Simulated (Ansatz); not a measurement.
The input (input.yaml):

```yaml
crystal:
  periodic: [false, false, false]
  atoms:
    - { symbol: B, position_ang: [0.0, 0.0, 0.0] }
    - { symbol: Cl, position_ang: [0.0, 0.0, 1.86] }
    - { symbol: F, position_ang: [1.1431, 0.0, -0.66] }
    - { symbol: "N", position_ang: [-1.3423, 0.0, -0.775] }
    - { symbol: H, position_ang: [-2.0112, -0.8164, -0.6764] }
    - { symbol: H, position_ang: [-1.5914, 0.8164, -1.4036] }
basis:
  gaussian: { orbitals: def2-SVP }
hamiltonian:
  xc: pbe
relax:
  f_tol: 0.02
  max_steps: 40
```

Command:

```bash
$ ansatz run input.yaml --threads 1 --pin off --max-ram 2048MiB --backend cpu --events-out ev --progress --plain --runs-dir out
```

Hardware: 1 thread of Arm Neoverse V2 (shared host).

Task: Roughly how long does this run take, and how much memory?

Result: 12 s, with a peak of 0.15 GiB, for 7 ionic steps.
